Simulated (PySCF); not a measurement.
C6H7ClO.
Numbering: `[CH2:1]=[CH:2]/[C:3](=[CH:4]/[CH3:5])[C:6](=[O:7])[Cl:8]` (hydrogens: H9, H10 on C1; H11 on C2; H12 on C4; H13, H14, H15 on C5)

The same species was optimised twice, with GFN2-xTB and with PBE0-D3(BJ)/def2-SVP (PySCF), and the same property calculations (PySCF, gas phase) were run on both structures.

```tsv
coordinate	GFN2-xTB	PBE0-D3(BJ)/def2-SVP	change
C3–C6 (Å)	1.472	1.490	+0.018
C1=C2 (Å)	1.327	1.338	+0.011
C3=C4 (Å)	1.343	1.353	+0.010
C6–Cl8 (Å)	1.785	1.794	+0.009
C2–C3 (Å)	1.459	1.464	+0.005
C4–C5 (Å)	1.485	1.485	0.000
C6=O7 (Å)	1.185	1.185	0.000
C2–C3–C6 (°)	118.3	121.2	+2.9
C1–C2–C3 (°)	125.2	127.9	+2.7
C3–C6–O7 (°)	129.8	127.2	-2.6
C3–C6–Cl8 (°)	110.8	113.0	+2.2
C3–C4–C5 (°)	127.1	129.0	+1.9
C4–C3–C6 (°)	120.2	118.3	-1.9
C2–C3–C4 (°)	121.5	120.5	-1.0
O7–C6–Cl8 (°)	119.3	119.7	+0.4
C1–C2–C3–C4 (°)	-165	-172	-7
C2–C3–C6–O7 (°)	-124	-128	-4
```

Rotational constants: A = 2032, B = 1508, C = 1061 MHz (GFN2-xTB) against A = 2010, B = 1488, C = 1006 MHz (PBE0-D3(BJ)/def2-SVP). Point groups within 0.08 Å: C1 and C1.

On the GFN2-xTB structure: lowest singlet, TDDFT (eV) 4.27 [B3LYP/def2-SVPD]; lowest triplet, Tamm–Dancoff (eV) 3.14 [B3LYP/def2-SVPD]; isotropic polarisability (au) 94.2 [B3LYP/def2-SVPD]; HOMO (eV) -6.96 [B3LYP/def2-SVPD]; LUMO (eV) -1.95 [B3LYP/def2-SVPD]; dipole (D) 3.10 [B3LYP/def2-SVPD]; HOMO (eV) -7.16 [PBE0/pcSseg-1]; LUMO (eV) -1.67 [PBE0/pcSseg-1]; dipole (D) 3.16 [PBE0/pcSseg-1]; GIAO shielding of C1 (ppm) 59.0 [PBE0/pcSseg-1]; GIAO shielding of C2 (ppm) 44.3 [PBE0/pcSseg-1]; GIAO shielding of C3 (ppm) 40.5 [PBE0/pcSseg-1]; GIAO shielding of C4 (ppm) 43.3 [PBE0/pcSseg-1]; GIAO shielding of C5 (ppm) 168.2 [PBE0/pcSseg-1]; GIAO shielding of C6 (ppm) 6.7 [PBE0/pcSseg-1]; GIAO shielding of O7 (ppm) -282.8 [PBE0/pcSseg-1]; GIAO shielding of Cl8 (ppm) 437.4 [PBE0/pcSseg-1].

Question: What do these properties become on the PBE0-D3(BJ)/def2-SVP structure?

Answer: 
| property | level | on GFN2-xTB | on PBE0-D3(BJ)/def2-SVP | change |
| --- | --- | --- | --- | --- |
| lowest singlet, TDDFT (eV) | B3LYP/def2-SVPD | 4.27 | 4.22 | -0.05 |
| lowest triplet, Tamm–Dancoff (eV) | B3LYP/def2-SVPD | 3.14 | 3.02 | -0.12 |
| isotropic polarisability (au) | B3LYP/def2-SVPD | 94.2 | 96.5 | +2.3 |
| HOMO (eV) | B3LYP/def2-SVPD | -6.96 | -6.92 | +0.04 |
| LUMO (eV) | B3LYP/def2-SVPD | -1.95 | -2.02 | -0.07 |
| dipole (D) | B3LYP/def2-SVPD | 3.10 | 3.05 | -0.05 |
| energy, GFN2-xTB geometry as zero (kcal/mol) | B3LYP/def2-SVPD | 0.0 | -1.7 | -1.7 |
| HOMO (eV) | PBE0/pcSseg-1 | -7.16 | -7.12 | +0.04 |
| LUMO (eV) | PBE0/pcSseg-1 | -1.67 | -1.74 | -0.07 |
| dipole (D) | PBE0/pcSseg-1 | 3.16 | 3.12 | -0.04 |
| energy, GFN2-xTB geometry as zero (kcal/mol) | PBE0/pcSseg-1 | 0.0 | -1.0 | -1.0 |
| GIAO shielding of C1 (ppm) | PBE0/pcSseg-1 | 59.0 | 58.3 | -0.7 |
| GIAO shielding of C2 (ppm) | PBE0/pcSseg-1 | 44.3 | 42.5 | -1.8 |
| GIAO shielding of C3 (ppm) | PBE0/pcSseg-1 | 40.5 | 39.3 | -1.2 |
| GIAO shielding of C4 (ppm) | PBE0/pcSseg-1 | 43.3 | 37.1 | -6.2 |
| GIAO shielding of C5 (ppm) | PBE0/pcSseg-1 | 168.2 | 166.4 | -1.8 |
| GIAO shielding of C6 (ppm) | PBE0/pcSseg-1 | 6.7 | 8.1 | +1.4 |
| GIAO shielding of O7 (ppm) | PBE0/pcSseg-1 | -282.8 | -277.7 | +5.1 |
| GIAO shielding of Cl8 (ppm) | PBE0/pcSseg-1 | 437.4 | 439.3 | +1.9 |

The heavy atoms differ by 0.089 Å rms after alignment. Among bonds between heavy atoms C3–C6 changes most (+0.018 Å). Changes are differences of the printed values. Neither structure is proved a minimum here.

Shape of the structure used: `[CH2:1]=[CH:2]/[C:3](=[CH:4]/[CH3:5])[C:6](=[O:7])[Cl:8]`: C1–C2–C3–C4 -172°, C2–C3–C6–O7 -128°.
